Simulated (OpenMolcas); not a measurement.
**Computed transition rates of La+**

```
Program             : OpenMolcas 26.06
Method              : CASSCF
Basis               : ANO-RCC-VTZP [8s7p5d3f2g1h]
Scalar Hamiltonian  : DKH2, point nucleus
Active space        : 2 electrons in 6 orbitals (5d 6s)
State averaging     : 2S+1 = 3 even, 15 roots; 2S+1 = 1 even, 21 roots
Spin-orbit coupling : state interaction with AMFI integrals over the reference wave functions, term energies averaged over their components
```

Rates come from the transition moments of the reference wave functions (E1 and E2 in the length form). At fixed line strength A goes as λ^-3 for E1 and M1 and as λ^-5 for E2, so a rate at the computed wavelength can be rescaled to the measured one. Measured vacuum wavelengths follow from level energies in NIST Handbook of Basic Atomic Spectroscopic Data. Branching counts decays inside the model space alone, at computed energies, and the table is only a selection of the E2 and M1 lines, drawn from those between levels with measured partners whose computed energy lies within a factor of 1.5 of the measured one.

```csv
Upper,Lower,Type,λ computed (nm),λ measured (nm),A computed (s-1),A rescaled (s-1),Branching %
5d2 3P0,5d2 3F2,E2,1340,1905,1.19e-01,2.05e-02,83.5
5d2 1G4,5d2 3F3,M1,1066,1549,6.45e-02,,34.5
5d2 3P1,5d2 3F3,E2,1443,2127,5.24e-02,7.53e-03,29.5
5d2 3P1,5d2 3F2,E2,1257,1749,4.54e-02,8.71e-03,25.6
6s2 1S0,5d2 3F2,E2,1041,1352,3.98e-02,,8.1
6s2 1S0,5d 6s 3D2 [72 %],E2,1419,2082,3.06e-02,,6.2
5d2 3F3,5d2 3F2,M1,9744,9842,2.44e-02,2.37e-02,100.0
5d2 3P2,5d2 3F3,E2,1340,1919,2.37e-02,3.93e-03,11.3
5d2 3F4,5d2 3F3,M1,9885,10480,2.10e-02,1.76e-02,100.0
6s2 1S0,5d2 3P1,M1,6049,5965,1.88e-02,,3.8
5d2 3P2,5d2 3F2,M1,1178,1606,1.46e-02,,7.0
5d2 3P2,5d2 3F2,E2,1178,1606,7.82e-03,1.66e-03,3.7
5d 6s 3D2 [72 %],5d 6s 3D1,M1,13310,14360,7.43e-03,5.92e-03,50.8
5d2 3P1,5d2 3F2,M1,1257,1749,7.18e-03,,4.1
5d2 1G4,5d2 3F2,E2,960.7,1338,6.73e-03,,3.6
5d 6s 3D2 [72 %],5d2 3F2,M1,3909,3859,3.71e-03,,25.3
5d 6s 3D2 [72 %],5d2 3F3,M1,6528,6347,2.58e-03,,17.6
5d 6s 3D3,5d 6s 3D2 [72 %],M1,18070,15180,2.20e-03,3.71e-03,12.0
5d2 3P2,5d2 3P1,M1,18740,19630,2.03e-03,1.77e-03,1.0
5d2 3P1,5d2 3P0,M1,20400,21350,1.96e-03,1.71e-03,1.1
5d 6s 3D3,5d2 3F2,M1,3214,3077,1.61e-03,,8.8
5d 6s 3D1,5d2 3F2,M1,5535,5277,7.08e-04,,84.7
5d 6s 3D1,5d2 3F2,E2,5535,5277,1.09e-04,1.38e-04,13.0
```

Spin-changing lines and M1 lines between different terms are not rescaled, since their strength hangs on the term gaps too.

The largest correction is for 5d2 3P1 → 5d2 3F3 (E2): 5.24e-02 × (1443 / 2127)^5 = 7.53e-03 s-1, a factor of 0.14.

The computed rate and branching of 5d2 3F3 → 5d2 3F2 give the upper level a radiative lifetime of 1.000 / 2.44e-02 s-1 = 4.10e+01 s, counting decays inside the model space alone. The rescaled rate gives about 4.2e+01 s.

These are rates of the free ion; in crystals, glasses and complexes forced electric-dipole and non-radiative decay shorten such lifetimes by orders of magnitude. No measured rate stands beside these. Rescaling mends the energy factor alone: line strengths can still be far off where a level mixes with configurations outside the active space, and weak or spin-changing lines hang on small mixing coefficients that depend on the term gaps too, so rescaling need not improve them.

Without dynamic correlation excited terms often stand tens of per cent too high (terms of higher spin than the ground term too low), and those without a measured partner can miss by more than the paired ones. Configurations are named by rounded mean occupations; where the s occupation lies near a half they are strongly mixed, a name can repeat and a true partner stay unpaired. A single d shell beside an s shell can misplace configurations of different d count against each other. Measured partners are found by configuration, term and J. A level has none where our copy of the source lacks it or the pairing is in doubt (some pairs that miss far off the trend of their configuration count as doubtful). Levels of configurations outside the active space are missing.

A share in square brackets marks a mixed level and gives the weight of the term that names it.
